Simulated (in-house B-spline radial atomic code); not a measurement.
The numbers below are computed, except where a source is named.
Two electrons in Ge: a Gaussian well −V exp(−r²/w²) with V = 29.6 meV and w = 39.5 nm

For Ge the NSM archive of the Ioffe Institute lists m_l = 1.6 m0, m_t = 0.08 m0 and ε = 16.2; the model takes one isotropic valley with the conductivity mass 3/(1/m_l + 2/m_t) = 0.117 m0, and so misses anisotropy and the other valleys. All triplets below are those of one valley; with several valleys two electrons can form a triplet in the 1s orbital itself, at an energy set by the valley splitting.

Effective-mass model with parabolic bands, a uniform dielectric constant, no image charges, no central-cell or spin-orbit terms. Two-electron levels come from full CI in B-splines with partial waves to l = 5 (up to 0.001 effective hartree above the limit).

(1) What are the effective units, and what is the potential in them?

In these units the lowest s and p orbitals lie at -1.858098 and -1.493353, and their Coulomb and exchange integrals are J_ss = 0.484397, J_sp = 0.396069 and K_sp = 0.07753. Full CI gives -3.295995 for the ground singlet, -3.050146 for the sp triplet, -2.942068 for the sp singlet and -2.745670 for the lowest triplet of two s orbitals.

(2) What does it cost to add the second electron, to first order and exactly?

(3) How far above the singlet do the triplets lie?

Results:

(1) Ha* = 27211.386 meV × 0.117/16.2² = 12.13 meV and a* = 0.0529177 nm × 16.2/0.117 = 7.327 nm. V = 2.44 Ha* and w = 5.39 a*.

(2) To first order E = 2ε_s + J_ss = -3.231800, so the charging energy E(2) − 2E(1) is J_ss = 5.876 meV. CI gives -3.295995 − 2 × (-1.858098) = 0.420202, or 5.098 meV: relaxation and correlation lower it by 0.7788 meV, 13.3 % of J_ss. The s² configuration of one-electron orbitals holds 93.3 % of the state, and the mean radius is 15.3 nm. The second electron is bound by ε_s − E = 17.44 meV, against 22.54 meV for the first.

(3) To first order the sp triplet lies at ε_s + ε_p + J_sp − K_sp = -3.032915, which is 2.413 meV above 2ε_s + J_ss. CI gives -3.050146 − (-3.295995) = 0.245850, or 2.982 meV, 67 % of the orbital spacing of 4.425 meV. The ss triplet lies 6.676 meV up, so the lower of the two is the sp one, and its gap equals k_BT at 34.6 K. The sp singlet-triplet splitting is 1.311 meV, against 2K_sp = 1.881 meV.
